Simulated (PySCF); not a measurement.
BBr2F. Atoms are numbered in the order given.

```xyz
4

B      0.0000     0.0000    -0.6333
F      0.0000     0.0000    -1.9455
Br     0.0000    -1.6720     0.2954
Br     0.0000     1.6720     0.2954
```

Geometry: B3LYP-D3(BJ)/def2-SVP.

The numbers are results of PBE0/def2-TZVPD (PySCF), not measurements.

Symmetry labels are those of the subgroup C2v that the program uses (full group C2v).

Computed valence orbital energies around the gap with their symmetry:
```json
[
 {"orbital": "HOMO−7", "symmetry": "B2", "energy (eV)": "-14.34"},
 {"orbital": "HOMO−6", "symmetry": "B1", "energy (eV)": "-14.13"},
 {"orbital": "HOMO−5", "symmetry": "A1", "energy (eV)": "-13.26"},
 {"orbital": "HOMO−4", "symmetry": "B2", "energy (eV)": "-10.71"},
 {"orbital": "HOMO−3", "symmetry": "B1", "energy (eV)": "-9.88"},
 {"orbital": "HOMO−2", "symmetry": "A1", "energy (eV)": "-9.51"},
 {"orbital": "HOMO−1", "symmetry": "A2", "energy (eV)": "-9.06"},
 {"orbital": "HOMO", "symmetry": "B2", "energy (eV)": "-8.67"},
 {"orbital": "LUMO", "symmetry": "B1", "energy (eV)": "-1.46"},
 {"orbital": "LUMO+1", "symmetry": "A1", "energy (eV)": "-0.36"},
 {"orbital": "LUMO+2", "symmetry": "A1", "energy (eV)": "0.44"},
 {"orbital": "LUMO+3", "symmetry": "B2", "energy (eV)": "0.57"}
]
```
